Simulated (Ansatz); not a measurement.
Basis-set series for `NC(=O)[SiH2]F`. Total charge 0; spin multiplicity 1. The geometry is a stationary point of PBE0-D4/def2-TZVP. It is one conformer, not always the lowest.

| functional | basis | functions | energy (Eh) | HOMO (eV) | LUMO (eV) |
| --- | --- | --- | --- | --- | --- |
| PBE0-D4 | def2-TZVPP | 222 | -559.62204 | -7.35 | -0.44 |
| PBE0-D4 | def2-QZVPP | 418 | -559.64714 | -7.39 | -0.53 |
| ωB97M-V | def2-TZVPP | 222 | -559.92377 | -9.70 | 1.76 |
| ωB97M-V | def2-QZVPP | 418 | -559.94721 | -9.75 | 1.29 |

(1) Give the rows for def2-SVP. (Best estimate.)

Results:

(1) Computed: 
```
functional     basis  functions  energy (Eh)  HOMO (eV)  LUMO (eV)
   PBE0-D4  def2-SVP         94   -559.19026      -7.13      -0.11
   ωB97M-V  def2-SVP         94   -559.48272      -9.45       2.16
```

Positive LUMOs are unbound and depend on the basis.
